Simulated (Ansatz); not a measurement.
Reaction (isomerisation): `CC1(O)[SiH2][SiH2]1` → `O/C=C/[SiH2][SiH3]`

Calculated with Ansatz (gas phase, PBE0-D4/def2-TZVP geometries, no zero-point term in ΔE). CBS: MP2 limit from def2 TZ/QZ plus the TZ coupled-cluster correction, frozen cores. DFT in def2-TZVPP. B3LYP here is the variant with VWN-RPA as its local correlation; programs differ in this. Each species was taken in one conformer, which may not be the lowest.

| level | ΔE (kcal/mol) | difference from CCSD(T)/CBS |
| --- | --- | --- |
| PBE-D4 | -18.6 | 2.3 |
| r2SCAN-D4 | -20.3 | 0.6 |
| PBE0-D4 | -18.8 | 2.1 |
| B3LYP-D4 | -23.3 | -2.4 |
| ωB97X-V | -20.5 | 0.4 |
| ωB97M-V | -20.4 | 0.5 |
| B2PLYP | -23.5 | -2.6 |
| PBE | -19.6 | 1.3 |
| r2SCAN | -20.4 | 0.5 |
| PBE0 | -19.7 | 1.2 |
| B3LYP | -24.9 | -4.0 |
| HF/def2-TZVPP | -31.6 | -10.7 |
| MP2/def2-TZVPP | -20.1 | 0.8 |
| SCS-MP2/def2-TZVPP | -22.6 | -1.7 |
| CCSD/def2-TZVPP | -22.7 | -1.8 |
| CCSD(T)/def2-TZVPP | -21.8 | -0.9 |
| HF/def2-QZVPP | -31.8 | -10.9 |
| MP2/def2-QZVPP | -19.7 | 1.2 |
| SCS-MP2/def2-QZVPP | -22.3 | -1.4 |
| HF/CBS(def2) | -31.8 | -10.9 |
| MP2/CBS(def2) | -19.2 | 1.7 |
| CCSD/CBS(def2) | -21.8 | -0.9 |
| CCSD(T)/CBS | -20.9 | 0 |

Largest T1 diagnostic among the species: 0.013.

The D4 term adds +1.7 kcal/mol with B3LYP and +0.8 kcal/mol with PBE0; it sums over pairs of atoms, weighted by their polarisabilities, and B3LYP, whose exchange is more repulsive, gets the larger term. In def2-TZVPP, CCSD(T) changes the Hartree–Fock value by +9.9 kcal/mol (the triples alone add +0.9 kcal/mol) and MP2 by +11.5 kcal/mol.
